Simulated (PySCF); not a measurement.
H₈N₂OSi₂, SMILES O[Si@@H](N[SiH3])N.

Geometry optimised at B3LYP-D3(BJ)/def2-SVP. The structure was generated by enumeration; whether it is a known compound was not checked. Other conformers were not sampled.

Two levels are set side by side: PBE/def2-TZVP (PySCF) and HF/def2-TZVP (PySCF). Same geometry, gas phase. Differences are taken from unrounded values.

```csv
quantity,HF,PBE,PBE minus HF
orbital gap (eV),14.10,5.78,-8.32
highest occupied level (eV),-10.77,-6.09,4.68
lowest empty level (eV),3.33,-0.31,-3.64
dipole moment (D),1.93,1.85,-0.08
mean polarisability (bohr³),61.6,71.8,10.2
```

PBE's occupied levels lie high since its potential decays too fast outside the molecule; exact exchange lowers them and widens the gap. Loosely held outer electrons make PBE densities more polarisable. Differences between two approximate levels are no errors against the true value.

Rough cost on one machine, each run with all the roots and properties that it gave: HF against PBE about 1/3.
